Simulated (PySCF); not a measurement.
**How methods differ on the ionisation energy of C⁺**

C⁺ [He] 2s2 2p1 (2P) → C²⁺ [He] 2s2 (1S), as a difference of total energies. Calculation: PySCF 2.14, in x2c-QZVPPall with one added diffuse shell each of s, p, d, f type (8s5p4d3f1g, 73 functions); the spin-free X2C one-electron Hamiltonian (Gaussian nucleus). Correlated levels: valence: 1s2 frozen; valence and next inner shell: nothing frozen. The calculations carry no spin-orbit coupling.

```csv
method,ionisation energy (eV),error (eV)
UHF,24.169,-0.209
LDA,24.772,+0.394
PBE,24.852,+0.474
PBE0,24.835,+0.457
r2SCAN,25.008,+0.630
MN15,24.440,+0.062
LC-wPBE,24.998,+0.620
B3LYP,25.037,+0.659
M06-L,24.892,+0.514
MP2 (valence),24.417,+0.039
SCS-MP2 (valence),24.380,+0.002
MP2 (valence and next inner shell),24.448,+0.070
SCS-MP2 (valence and next inner shell),24.402,+0.024
```

Reference: 24.378 eV (measured; NIST levels, between the centres of gravity of the two terms).

Errors of the correlated levels include the incompleteness of this basis and the frozen core.
